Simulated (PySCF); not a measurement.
# Energy of Cd (cadmium, neutral) between two integer charges

The 5s beta orbital of [Kr] 4d10 5s2 is emptied in steps (occupation f), with all orbitals relaxed, ending at [Kr] 4d10 5s1. All numbers are calculated (PySCF 2.14, a scalar-relativistic core potential, in def2-TZVPPD with the def2 core potential (28 electrons)). The exact energy is a straight line in f; departures are measured from the line between the end points of the same method.

| f | UHF (eV) | LDA (eV) | PBE (eV) | PBE0 (eV) | r2SCAN (eV) | LC-wPBE (eV) | BHandHLYP (eV) | wB97X (eV) | M06-2X (eV) | r2SCAN0 (eV) |
| --- | --- | --- | --- | --- | --- | --- | --- | --- | --- | --- |
| 1 | 0.000 | 0.000 | 0.000 | 0.000 | 0.000 | 0.000 | 0.000 | 0.000 | 0.000 | 0.000 |
| 0.75 | 0.055 | -0.661 | -0.648 | -0.461 | -0.574 | -0.002 | -0.312 | -0.097 | -0.369 | -0.410 |
| 0.5 | 0.069 | -0.888 | -0.872 | -0.618 | -0.765 | -0.005 | -0.421 | -0.131 | -0.477 | -0.544 |
| 0.25 | 0.049 | -0.669 | -0.659 | -0.466 | -0.574 | -0.007 | -0.321 | -0.093 | -0.371 | -0.407 |
| 0 | 0.000 | 0.000 | 0.000 | 0.000 | 0.000 | 0.000 | 0.000 | 0.000 | 0.000 | 0.000 |

| method | E(f=0) − E(f=1) (eV) | −ε at f=1 (eV) | −ε at f=0.5 (eV) |
| --- | --- | --- | --- |
| UHF | 7.338 | 7.647 | 7.324 |
| LDA | 9.486 | 5.988 | 9.464 |
| PBE | 9.109 | 5.686 | 9.078 |
| PBE0 | 8.817 | 6.377 | 8.802 |
| r2SCAN | 8.927 | 5.880 | 8.942 |
| LC-wPBE | 8.548 | 8.539 | 8.532 |
| BHandHLYP | 8.681 | 7.039 | 8.656 |
| wB97X | 9.009 | 8.506 | 9.013 |
| M06-2X | 8.762 | 6.767 | 8.798 |
| r2SCAN0 | 8.755 | 6.566 | 8.771 |

Orbital energy along the path (eV):

```json
{"f": "1", "UHF": "-7.647", "LDA": "-5.988", "PBE": "-5.686", "PBE0": "-6.377", "r2SCAN": "-5.880", "LC-wPBE": "-8.539", "BHandHLYP": "-7.039", "wB97X": "-8.506", "M06-2X": "-6.767", "r2SCAN0": "-6.566"}
{"f": "0.75", "UHF": "-7.472", "LDA": "-7.703", "PBE": "-7.357", "PBE0": "-7.577", "r2SCAN": "-7.388", "LC-wPBE": "-8.538", "BHandHLYP": "-7.835", "wB97X": "-8.742", "M06-2X": "-7.822", "r2SCAN0": "-7.663"}
{"f": "0.5", "UHF": "-7.324", "LDA": "-9.464", "PBE": "-9.078", "PBE0": "-8.802", "r2SCAN": "-8.942", "LC-wPBE": "-8.532", "BHandHLYP": "-8.656", "wB97X": "-9.013", "M06-2X": "-8.798", "r2SCAN0": "-8.771"}
{"f": "0.25", "UHF": "-7.197", "LDA": "-11.258", "PBE": "-10.848", "PBE0": "-10.053", "r2SCAN": "-10.450", "LC-wPBE": "-8.549", "BHandHLYP": "-9.513", "wB97X": "-9.304", "M06-2X": "-9.576", "r2SCAN0": "-9.838"}
{"f": "0", "UHF": "-7.089", "LDA": "-13.073", "PBE": "-12.640", "PBE0": "-11.294", "r2SCAN": "-11.985", "LC-wPBE": "-8.606", "BHandHLYP": "-10.429", "wB97X": "-9.300", "M06-2X": "-10.927", "r2SCAN0": "-10.915"}
```

Reference removal energy between the ground levels: 8.994 eV (measured; NIST Atomic Spectra Database, ionization energies). UHF lacks correlation.
